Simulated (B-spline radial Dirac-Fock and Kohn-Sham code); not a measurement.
Width and fluorescence yield of the L1 (2s) hole, Mg to V

Calculated with a radial atomic solver, using a relativistic independent-particle model: LDA orbitals of the hole state, radiative multipoles to third order, Auger rates from the Coulomb interaction with a continuum orbital, Dirac-Fock energies. Free neutral atoms. Recommended widths: Campbell and Papp (2001); yields: xraylib tables.

```csv
Z,element,Γ (eV),recommended Γ,ω,Coster-Kronig yield,tabulated ω
12,Mg,1.02,0.460,2.09e-05,0.987,–
13,Al,1.19,0.780,2.44e-05,0.977,–
14,Si,1.44,0.900,3.05e-05,0.970,–
15,P,1.74,1.10,4.17e-05,0.965,–
16,S,2.08,1.30,5.85e-05,0.961,–
17,Cl,2.49,1.50,8.14e-05,0.959,–
18,Ar,2.89,1.80,0.000114,0.957,–
19,K,?,?,?,?,?
20,Ca,3.78,2.50,0.000186,0.953,–
21,Sc,4.47,3.30,0.000208,0.956,–
22,Ti,5.17,3.90,0.000232,0.958,–
23,V,5.88,4.60,0.000260,0.960,–
```

Q: What does the model give for K?

A: Γ = 3.37 eV, ω = 0.000145, Coster-Kronig yield 0.955; the recommended width is 2.10 eV.
